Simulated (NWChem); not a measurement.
System: WH$_{2}$O$_{4}$; SMILES [O]=[W](=[O])([OH])[OH]

Here is an NWChem input.

```
start job
memory heap 200 mb stack 900 mb global 1100 mb
geometry units angstroms
  W      0.025769    -0.000134     0.003658
  O      1.146762     0.794190    -0.989019
  O      0.817313    -0.803810     1.268798
  O     -0.928076    -1.240413    -1.013108
  H     -1.161610    -1.990627    -1.577096
  O     -1.162093     1.250652     0.715367
  H     -1.536602     2.003844     1.192741
end
basis spherical
  * library def2-svp
end
ecp
  W library def2-ecp
end
dft
  xc pbe0
  iterations 150
end
driver
  maxiter 120
end
task dft optimize
dft
  grid fine
  convergence energy 1d-8 density 1d-7
end
task dft freq numerical
```

def2 effective core potentials on W; no spin-orbit coupling. The optimisation ended at a saddle point (imaginary frequency).

The level has its own optimisation; frequencies are unscaled. Brackets give each atom's bonded neighbours.

Task: What results follow from this input? (PBE0/def2-SVP with def2 effective core potentials on W.) Quantities: r O–W [O(W)–W(OOOO)] (Å); r O–W [O(HW)–W(OOOO)] (Å); r H–O (Å); highest harmonic frequency (cm⁻¹); lowest (cm⁻¹); zero-point energy (kcal/mol).

Result: 
```yaml
r O–W [O(W)–W(OOOO)] (Å): 1.704
r O–W [O(HW)–W(OOOO)] (Å): 1.878
r H–O (Å): 0.962
highest harmonic frequency (cm⁻¹): 3943
lowest (cm⁻¹): -135
zero-point energy (kcal/mol): 19.8
```
